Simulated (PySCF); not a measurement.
F$_{2}$Ge, triplet, geometry from GFN2-xTB (the spin is typed, not shown lowest). Base run: PySCF with BLYP/3-21G.

The PySCF input:
```python
from pyscf import gto, scf, dft

mol = gto.M(
    atom='''
Ge    0.010786   -0.007667    0.337693
F     0.833896    1.528351   -0.593201
F    -0.872246   -1.501091   -0.607486
''',
    basis='3-21g',
    charge=0,
    spin=2,
    verbose=4,
)

mf = dft.UKS(mol)
mf.xc = 'blyp'
mf.kernel()
```

Each row names what was changed in the base input (with any setting that the change needs).

```csv
change,ΔE vs base (mEh),grid points,electrons on the grid
base,0.000,49168,50.00000
grids.level = 7,0.003,264864,50.00000
"grids.atom_grid = (150, 974)",0.003,230464,50.00000
grids.radi_method = gauss_chebyshev,-0.001,48528,50.00000
grids.level = 1,-0.490,18016,50.00100
grids.becke_scheme = stratmann,0.007,49168,50.00000
"grids.atom_grid = (30, 110)",14.908,7368,49.99769
"grids.atom_grid = (99, 590)",0.005,92424,50.00000
"grids.atom_grid = (75, 302)",-0.074,41568,50.00002
grids.level = 5,0.001,132496,50.00000
grids.radi_method = mura_knowles,0.001,46584,50.00000
```

Open shells are given as the SCF converged; they aren't shown to be the lowest states, and a large step between rows can be another state.
